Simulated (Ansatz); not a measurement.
`F[Si@H]1[GeH2][C@@H]1Cl`, relaxed with RKS PBE-D4/def2-SVP in Ansatz 0.2.0 from a rough embedded geometry. The force threshold is 0.03 eV/Å; the program also tests the step.

Charge 0, multiplicity 1.

Start:

```xyz
9

F     0.460    0.505   -2.448
Si    0.635    0.803   -0.789
Ge   -1.195   -0.150    0.342
C     0.571   -0.668    0.309
Cl    1.469   -0.459    1.809
H     1.013    2.130   -0.233
H    -1.591    0.495    1.745
H    -2.157   -1.052   -0.448
H     0.794   -1.604   -0.286
```

```
         step  energy (eV)  largest force (eV/Å)  largest move (Å)
            1  -80698.7100                 3.513             0.000
            2  -80699.3819                 1.572             0.193
            3  -80699.5426                 1.260             0.138
            4  -80699.6012                 0.466             0.089
 5 (rejected)  -80699.5953                 0.298             0.180
            6  -80699.6217                 0.070             0.090
            7  -80699.6235                 0.070             0.048
            8  -80699.6264                 0.123             0.105
            9  -80699.6295                 0.064             0.022
           10  -80699.6306                 0.038             0.025
           11  -80699.6312                 0.035             0.022
12 (rejected)  -80699.6237                 0.242             0.036
           13  -80699.6315                 0.017             0.013
```

End:

```xyz
9

F     0.824    0.722   -2.430
Si    0.465    0.837   -0.833
Ge   -1.329   -0.103    0.316
C     0.663   -0.651    0.296
Cl    1.742   -0.668    1.715
H     0.994    2.129   -0.292
H    -1.817    0.624    1.590
H    -2.244   -1.266   -0.126
H     0.702   -1.624   -0.235
```

Run time 21 s (4 threads of an Arm Neoverse V1 on a shared host); peak host memory 0.18 GiB.
